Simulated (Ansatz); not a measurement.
A CCSD(T) single point on `[Cl+]1[GaH2-][Cl+][GaH2-]1`.

```yaml
crystal:
  periodic: [false, false, false]
  atoms:
    - {symbol: Cl, position_ang: [-1.536754, 0.264228, -0.606119]}
    - {symbol: Ga, position_ang: [0.146526, 1.624901, 0.336833]}
    - {symbol: Cl, position_ang: [1.535586, -0.264689, 0.608856]}
    - {symbol: Ga, position_ang: [-0.146461, -1.624875, -0.336996]}
    - {symbol: H, position_ang: [0.751012, 2.443430, -0.835402]}
    - {symbol: H, position_ang: [-0.349150, 2.008001, 1.757062]}
    - {symbol: H, position_ang: [0.349957, -2.005005, -1.757770]}
    - {symbol: H, position_ang: [-0.750716, -2.445992, 0.833537]}
basis:
  gaussian: {orbitals: def2-TZVPP}
correlation: {method: ccsd_t}
output: {orbitals: {seedname: orbitals}}
```

```sh
$ ansatz run in.yaml --threads 4 --pin off --events-out ev --progress --plain
```

Output of Ansatz, abridged:

```
Functional definition: HF
  name "HF"
  cite "Fock, Z. Phys. 61, 126 (1930) doi:10.1007/BF01340294"
  parent pbe
  exchange = exact_x
  correlation = 0
1448 factors; integrals over basis functions are off by at most 9.9e-4 eV
mean field evaluation 1: about -129741.7334 eV, gradient 1.9e1 eV
mean field evaluation 2: about -129741.8700 eV, gradient 1.9e1 eV
mean field evaluation 4: about -129743.1067 eV, gradient 3.1e0 eV
mean field evaluation 8: about -129743.1341 eV, gradient 1.7e-1 eV
mean field -129743.13423499 eV, -4767.9722400809 hartree, gradient 2.5e-6 eV, S^2 0.000000; 0 other end points of the search recorded, 0 dependent functions left out
28 core orbitals not correlated: weight in the atoms' cores, before any rotation towards them, 1.000 or more for the frozen orbitals, at most 0.000 for the correlated occupied ones
reference -129743.13423499 eV, -4767.9722400809 hartree; 22, 22 occupied and 186, 186 virtual orbitals, 1448 factors
second order -23.33135637 eV of doubles, -0.00000000 eV of singles
cycle   1  -23.48496199 eV  change   -1.5e-1 eV  update   1.2e-1
cycle   2  -24.27956514 eV  change   -7.9e-1 eV  update   3.6e-2
cycle   3  -24.39082602 eV  change   -1.1e-1 eV  update   1.7e-2
cycle   4  -24.37894024 eV  change    1.2e-2 eV  update   3.5e-3
cycle   5  -24.37690232 eV  change    2.0e-3 eV  update   1.2e-3
cycle   6  -24.37718455 eV  change   -2.8e-4 eV  update   3.3e-4
cycle   7  -24.37710900 eV  change    7.6e-5 eV  update   1.0e-4
cycle   8  -24.37714611 eV  change   -3.7e-5 eV  update   3.0e-5
perturbative correction -1.00799157 eV, -0.0370430071 hartree
Total energy: -129768.51937268 eV, -4768.9051266842 hartree
```

Hardware: 4 threads of a server CPU on a shared host. Wall time 59 s, peak host memory 2.5 GiB.

Correlation energy per correlated electron: -0.577 eV. T1 diagnostic: 0.0119.
